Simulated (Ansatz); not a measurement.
Reaction (ligand exchange at the Si–C bond): `O[SiH](O)CCl` + `O[Si](O)(F)F` → `O[SiH](O)O[Si](O)(F)F` + `CCl`

Computed with Ansatz on PBE0-D4/def2-TZVP structures; ΔE is electronic, products minus reactants. CCSD(T)/CBS is the MP2 limit (def2-TZVPP, def2-QZVPP) plus CCSD(T) − MP2 in def2-TZVPP, frozen cores. This one scheme is used for every species. Each species was taken in one conformer, which may not be the lowest.

`O[SiH](O)CCl`:

Cartesian coordinates in Å:
```
O 1.761 0.062 -0.051
Si 0.257 -0.341 -0.562
O 0.094 -1.960 -0.411
C -1.001 0.577 0.491
Cl -0.623 2.327 0.373
H 1.912 0.989 0.148
H 0.013 -0.013 -1.983
H 0.564 -2.389 0.305
H -0.951 0.305 1.546
H -2.026 0.442 0.144
```

`O[Si](O)(F)F`:

Z-matrix (Å, degrees):
```
Si
O 1 1.609
F 1 1.583 2 110.1
O 1 1.609 2 107.3 3 122.5
F 1 1.583 2 112.2 3 -116.4
H 2 0.957 1 118.9 3 32.8
H 4 0.957 1 118.9 2 155.3
```

`O[SiH](O)O[Si](O)(F)F`:

Z-matrix (Å, degrees):
```
Si
O 1 1.630
O 1 1.651 2 107.9
O 1 1.622 2 110.0 3 -121.4
H 1 1.469 2 113.9 3 119.5
H 2 0.962 1 116.7 3 -22.0
Si 3 1.592 1 141.1 2 11.7
H 4 0.959 1 118.4 2 41.2
F 7 1.576 3 111.2 1 125.2
O 7 1.626 3 107.7 1 3.9
F 7 1.577 3 111.2 1 -117.3
H 10 0.958 7 119.9 3 178.8
```

`CCl`:

Z-matrix (Å, degrees):
```
C
Cl 1 1.773
H 1 1.088 2 108.6
H 1 1.087 2 108.7 3 -120.0
H 1 1.088 2 108.7 3 120.0
```

| species | CCSD(T)/CBS(def2) energy (Eh) |
| --- | --- |
| `O[SiH](O)CCl` | -940.37970 |
| `O[Si](O)(F)F` | -640.47553 |
| `O[SiH](O)O[Si](O)(F)F` | -1081.27827 |
| `CCl` | -499.63220 |

**Question.** Work out ΔE.

**Answer.** ΔE = (-1081.27827) + (-499.63220) − (-940.37970) − (-640.47553) = -0.05524 Eh = -145.0 kJ/mol.

Largest T1 diagnostic among the species: 0.012.

The D4 term adds −3.4 kJ/mol with B3LYP and −2.2 kJ/mol with PBE0; it sums over pairs of atoms, weighted by their polarisabilities, and B3LYP, whose exchange is more repulsive, gets the larger term. In def2-TZVPP, CCSD(T) changes the Hartree–Fock value by +16.9 kJ/mol (the triples alone add +2.6 kJ/mol) and MP2 by +17.5 kJ/mol.

B3LYP here is the variant with VWN-RPA as its local correlation; programs differ in this.
